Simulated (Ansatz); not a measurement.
C$_{6}$H$_{7}$N, charge -1, doublet, at a GFN2-xTB geometry (a state made from the parent by changing its charge; the spin is typed, not shown lowest) (a gas-phase anion, which may not be bound at this level); CASSCF(5,7)/STO-3G in Ansatz (an electronic-structure program).

Ansatz was given this input:
Ansatz 0.2 input:
```yaml
crystal:
  periodic: [false, false, false]
  atoms:
    - {symbol: N, position_ang: [2.30410382, -0.38067175, 0.32482320]}
    - {symbol: C, position_ang: [0.90243619, -0.14326808, 0.11475574]}
    - {symbol: C, position_ang: [0.35525689, 1.05310369, 0.53926537]}
    - {symbol: C, position_ang: [-1.07478493, 1.26622713, 0.38272783]}
    - {symbol: C, position_ang: [-1.83903784, 0.27585071, -0.19939572]}
    - {symbol: C, position_ang: [-1.29119500, -0.91287867, -0.63595786]}
    - {symbol: C, position_ang: [0.13851148, -1.12937886, -0.48099889]}
    - {symbol: H, position_ang: [2.67126006, -1.00214438, -0.38932552]}
    - {symbol: H, position_ang: [2.81983262, 0.49388269, 0.31003537]}
    - {symbol: H, position_ang: [0.97354829, 1.82118219, 0.99543783]}
    - {symbol: H, position_ang: [-1.51471043, 2.19978486, 0.72130530]}
    - {symbol: H, position_ang: [-2.91338117, 0.43891608, -0.31998051]}
    - {symbol: H, position_ang: [-1.90059772, -1.68584424, -1.09514380]}
    - {symbol: H, position_ang: [0.58820089, -2.05901047, -0.81846986]}
basis:
  gaussian:
    orbitals: STO-3G
hamiltonian:
  xc: hf
total_charge: -1
correlation: {active_space: {window: {electrons: 5, orbitals: 7}}}
magnetization: {spin_polarized: false, initial_magnetization: 1}
```

Question: What does Ansatz print? Leave out banner, timings and long lists.

Answer: 
```
Functional definition: HF
597 factors; integrals over basis functions are off by at most 3.8e-5 eV
mean field evaluation 1: about -7671.1012 eV, gradient 2.1e1 eV
mean field evaluation 2: about -7671.4776 eV, gradient 2.0e1 eV
mean field evaluation 4: about -7673.0249 eV, gradient 2.0e0 eV
mean field evaluation 8: about -7673.0397 eV, gradient 2.2e-2 eV
mean field evaluation 16: about -7671.8327 eV, gradient 3.4e-2 eV
mean field evaluation 32: about -7672.9923 eV, gradient 1.2e0 eV
mean field -7673.03972962 eV, -281.9790090904 hartree, gradient 8.9e-7 eV, S^2 0.750000; 5 other end points of the search recorded, 0 dependent functions left out
reference -7673.03972962 eV, -281.9790090904 hartree; 26, 25 occupied and 16, 17 virtual orbitals, 597 factors
state -7674.75416555 eV, -282.0420134486 hartree
Total energy: -7674.75416555 eV, -282.0420134486 hartree
```
